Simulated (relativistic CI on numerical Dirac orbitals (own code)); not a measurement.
## Tm3+: 4d photoemission

Computed with this model: Dirac-Coulomb-Breit CI, orbitals from a KLI potential per configuration, a model potential for QED, valence Slater integrals scaled by 0.9, multiplet model of photoemission in the sudden approximation; configurations [Xe] 4f12 → [Kr] 4d9 4f12 5s2 5p6; 80 K; Lorentzian 1 eV and Gaussian 0.6 eV FWHM. Energies are those of the free ion, without screening or charge transfer. The energies are binding energies and can lie tens of eV above those of solids. S is read from ⟨S²⟩ = S(S + 1).

Computed curve for free ion, scaled to 100 at the maximum (points under 2 are left out and the grid is thinned):

(Energy (eV), Intensity): (206.6, 2.1), (207.6, 3.0), (208.6, 5.0), (209.6, 10.2), (210.4, 26.4), (211.4, 99.6), (212.4, 59.7), (213.4, 32.9), (214.4, 34.3), (215.4, 39.1), (216.2, 75.9), (217.2, 35.6), (218.2, 25.9), (219.2, 39.2), (220.2, 37.6), (221.2, 42.6), (222.2, 22.5), (223.0, 28.1), (224.0, 19.0), (225.0, 26.1), (226.0, 49.9), (227.0, 67.5), (228.0, 32.3), (228.8, 26.6), (229.8, 40.2), (230.8, 31.6), (231.8, 37.6), (232.8, 15.2), (233.8, 14.5), (234.8, 16.4), (235.6, 30.4), (236.6, 23.6), (237.6, 8.6), (238.6, 7.9), (239.6, 7.3), (240.6, 24.0), (241.4, 45.8), (242.4, 11.7), (243.4, 4.5), (244.4, 2.2)

The ground state has S = 1.00, and the centroid lies at 223.22 eV.
